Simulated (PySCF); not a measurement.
# Platinum: a sound run and one with changed settings

Sound run: Pt²⁺ [Xe] 4f14 5d8, Pt³⁺ [Xe] 4f14 5d7. Computed with PySCF 2.14 in def2-TZVP with the def2 core potential (60 electrons) (6s4p3d1f, 40 functions), with scalar relativity through the core potential. In the sound run the correlated levels freeze 5s2 5p6 outside the core potential. The sound run starts from symmetry-adapted Hartree-Fock orbitals and uses a fine grid where one is needed.

Changed run: all electrons correlated in a basis built for the valence shell.

```json
{"species": "Pt²⁺", "method": "MP2", "sound run (hartree)": "-117.63151", "changed run (hartree)": "-117.75073", "converged": "yes"}
{"species": "Pt³⁺", "method": "MP2", "sound run (hartree)": "-116.51376", "changed run (hartree)": "-116.63270", "converged": "yes"}
```

Ionisation energy of Pt²⁺:

```json
{"method": "UHF", "sound run (eV)": "29.201", "changed run (eV)": "29.201"}
{"method": "MP2", "sound run (eV)": "30.415", "changed run (eV)": "30.423"}
{"method": "SCS-MP2", "sound run (eV)": "30.402", "changed run (eV)": "30.332"}
```

A valence basis has no tight correlating functions, so it recovers only part of the core correlation, and not evenly between atom and ion.

For comparison, NIST gives 29 ± 1.6 eV between the lowest levels.
